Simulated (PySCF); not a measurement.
Isomers of C8H16NP, from PBE0-D3(BJ)/def2-SVP geometry optimisation, gas phase in PySCF. One conformer each, no zero-point energy, no frequencies.

Question: Which isomer lies lower at this level?
A. `[CH2:1]=[CH:2][P:3]([CH:4]=[CH2:5])[NH:6][C:7]([CH3:8])([CH3:9])[CH3:10]` with C1–C2–P3–C4 114°, C2–P3–C4–C5 128°, C2–P3–N6–C7 131°: A = 1467, B = 804.4, C = 611.6 MHz, dipole 1.18 D
B. `[CH2:1]=[CH:2][P:3]([C:4](=[CH2:5])[CH3:6])[N:7]([CH3:8])[CH2:9][CH3:10]` with C1–C2–P3–C4 -120°, C2–P3–C4–C5 127°, C2–P3–N7–C8 168°, P3–N7–C9–C10 -68°: A = 1381, B = 925.6, C = 685.2 MHz, dipole 0.86 D

Answer: A. That is `C=CP(C=C)NC(C)(C)C`, 9.4 kcal/mol below the other.

| SMILES | mapped SMILES | E (Eh) | relative (kcal/mol) | relative (kJ/mol) | dipole (D) |
| --- | --- | --- | --- | --- | --- |
| C=CP(C=C)NC(C)(C)C | [CH2:1]=[CH:2][P:3]([CH:4]=[CH2:5])[NH:6][C:7]([CH3:8])([CH3:9])[CH3:10] | -709.61873 | 0.0 | 0.0 | 1.18 |
| C=CP(C(=C)C)N(C)CC | [CH2:1]=[CH:2][P:3]([C:4](=[CH2:5])[CH3:6])[N:7]([CH3:8])[CH2:9][CH3:10] | -709.60381 | 9.4 | 39.2 | 0.86 |

As drawn, the lower has an N–H bond, which the higher lacks.
